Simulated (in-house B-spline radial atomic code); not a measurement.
Values are calculated unless marked as measured or tabulated.
# Making a Troullier-Martins p channel for Cu, r_c = 0.62 bohr

Cu, [Ar] 3d10 4s1, non-relativistic PBE, spherical and spin-unpolarised, from an all-electron radial atomic-structure program (B-spline basis) (atomic units). The all-electron 3p level is ε = -2.612996 hartree, its outermost node lies just inside 0.27 bohr and its outer maximum at 0.62 bohr.

Inside r_c the pseudo-orbital is u(r) = r^2 exp(p(r)), with p = c0 + c2 r² + c4 r⁴ + … + c12 r¹². The seven coefficients follow from p and its first four derivatives at r_c, from zero curvature of the screened potential at the origin, c4 = −c2²/(2l + 5), and from the norm inside r_c. At r_c the all-electron orbital has P = 1.241316, P' = 0.03712655, the screened potential V = -10.0498, V' = 36.31711, V'' = -164.7329, and the norm inside is Q = 0.3593616.

Problem. What are p, p' and p'' at r_c?

Solution. p = ln(P/r_c^2) = ln(1.241316/0.3844) = 1.17224. p' = P'/P − 2/r_c = 0.02991 − 3.22581 = -3.19590. The radial equation gives p'' = 2(V − ε) − 2(2) p'/r_c − p'² = -14.87361 − (-20.61869) − 10.21376 = -4.46868. Differentiating, p''' = 2V' + 2(2)p'/r_c² − 2(2)p''/r_c − 2p'p'' = 39.646, and p'''' = 2V'' − 4(2)p'/r_c³ + 4(2)p''/r_c² − 2(2)p'''/r_c − 2p''² − 2p'p''' = -357.5.

For a trial c2 the five matching conditions are linear in c0, c6, c8, c10 and c12, and c2 is varied until the norm inside r_c equals Q. The root nearest zero gives:

```tsv
n	c_n
0	2.063711
2	-2.076951
4	-0.6162466
6	6.645117
8	-45.23192
10	100.1921
12	-72.15491
```

Problem. Check c4 and p(r_c), and find the screened pseudopotential at the origin.

Solution. −c2²/7 = -0.616247, as listed. The terms c_n r_c^n are 2.06371, -0.79838, -0.09106, 0.37744, -0.98759, 0.84091, -0.23279, which sum to 1.17224. Inverting the radial equation, V_l(r) = ε + 2 p'/r + (p'' + p'²)/2, so V_l(0) = ε + (2l + 3) c2 = -2.612996 + 5 × (-2.07695) = -12.9978 hartree, finite where the all-electron potential diverges.

Orbitals and screened potentials:

| r (bohr) | P | u | V all-electron | V pseudo |
| --- | --- | --- | --- | --- |
| 0.062 | -0.4172 | 0.03003 | -371.7 | -13.0 |
| 0.155 | -0.6049 | 0.1799 | -112.8 | -12.92 |
| 0.248 | -0.09509 | 0.4257 | -55.67 | -12.68 |
| 0.341 | 0.5115 | 0.7162 | -32.53 | -12.57 |
| 0.434 | 0.9478 | 0.9893 | -20.97 | -12.94 |
| 0.527 | 1.176 | 1.178 | -14.28 | -12.72 |
| 0.62 | 1.241 | 1.241 | -10.05 | -10.05 |

Logarithmic derivatives P'/P at R = 0.92 bohr, for energies E around ε:

```csv
E − ε (hartree),all-electron,pseudo
-0.5,-0.722994,-0.72352
-0.25,-1.06776,-1.06793
-0.1,-1.29423,-1.29428
0,-1.45453,-1.45456
0.1,-1.62306,-1.62312
0.25,-1.89291,-1.89315
0.5,-2.39566,-2.3967
```

Problem. With P(R) = 0.952332 and a norm of 0.7450422 inside R, what slope in energy does norm conservation fix?

Solution. d(P'/P)/dE = −2 × (norm inside R)/P(R)² = -1.6430 per hartree·bohr at E = ε, for both atoms, since orbital and norm agree at R. Differences over ±0.1 hartree give -1.6441 (all-electron) and -1.6442 (pseudo), which also hold third-order terms. Half a hartree below ε the two curves differ by -0.0005.
